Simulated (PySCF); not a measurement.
Planning a spin–spin coupling job on `BC(B)OC(F)(F)F`.

Method: B3LYP/pcJ-1 indirect spin-spin coupling, non-relativistic, gas phase (PySCF 2.14.0, density-fitted response routines). Geometry: GFN2-xTB. Work: spin–spin couplings from 12 perturbed nuclei, spin–dipole term for 5 of them, density fitting. The input is one job of a driver script: a line of settings, then coordinates in Å.

Command:
```bash
OMP_NUM_THREADS=1 python probes_run.py task.json out
```

Input:
```
{"job": {"kind": "j", "xc": "B3LYP", "basis": "pcJ-1"}, "charge": 0, "multiplicity": 1}
B     -1.305793     1.463129    -0.442004
C     -0.328765     0.374986     0.134415
B     -1.195674    -0.837125     0.633331
O      0.712896     0.027404    -0.845294
C      1.755877    -0.580955    -0.355908
F      2.425180     0.143366     0.577298
F      2.629966    -0.847000    -1.321378
F      1.501260    -1.755389     0.265649
H     -1.241502     1.754904    -1.566237
H     -2.078205     1.946246     0.282961
H      0.170570     0.837742     0.995851
H     -1.227572    -1.825487     0.018144
H     -1.822626    -0.701333     1.605444
```

Hardware: an Arm Neoverse V1 with one thread (shared host). PySCF's memory limit was set to 1040 MB.

Task: How large is the basis?

Result: 266 functions for 62 electrons, with 934 fitting functions; the fitted three-index integrals, 934 × 266 × 267/2 numbers of 8 bytes, come to 250 MiB.

Task: How long does the run take?

Result: About 70 s. The SCF took 13 cycles.

Task: Estimate the peak memory.

Result: About 1.0 GiB. Peak memory is the resident size of the whole Python process, interpreter and libraries included.

The SCF part of the output:
```
coarse grid: 11792 points
cycle   1  E = -503.3898441231  dE =  1.049e+00  |g| = 1.076e+00  |ddm| = 2.966e+00
cycle   2  E = -503.1762252719  dE =  2.136e-01  |g| = 1.653e+00  |ddm| = 1.222e+00
cycle   3  E = -503.5736564958  dE = -3.974e-01  |g| = 4.411e-02  |ddm| = 7.260e-01
cycle   4  E = -503.5739170518  dE = -2.606e-04  |g| = 2.680e-02  |ddm| = 4.675e-02
cycle   5  E = -503.5740284176  dE = -1.114e-04  |g| = 1.223e-02  |ddm| = 2.140e-02
cycle   6  E = -503.5740499838  dE = -2.157e-05  |g| = 1.947e-03  |ddm| = 7.225e-03
cycle   7  E = -503.5740507151  dE = -7.313e-07  |g| = 5.793e-04  |ddm| = 1.821e-03
final grid: 117712 points
cycle   8  E = -503.6481910953  dE = -2.162e-04  |g| = 7.594e-03  |ddm| = 1.709e-02
cycle   9  E = -503.6481836254  dE =  7.470e-06  |g| = 9.868e-03  |ddm| = 9.669e-03
cycle  10  E = -503.6482006891  dE = -1.706e-05  |g| = 6.009e-04  |ddm| = 5.497e-03
cycle  11  E = -503.6482007195  dE = -3.049e-08  |g| = 3.513e-04  |ddm| = 5.074e-04
cycle  12  E = -503.6482007457  dE = -2.615e-08  |g| = 5.310e-05  |ddm| = 2.534e-04
cycle  13  E = -503.6482007462  dE = -5.223e-10  |g| = 1.309e-05  |ddm| = 4.023e-05
converged SCF energy = -503.6482007462
```

On the final grid dE counts from the start density on that grid.

The host was shared with other jobs, so the times are rough.
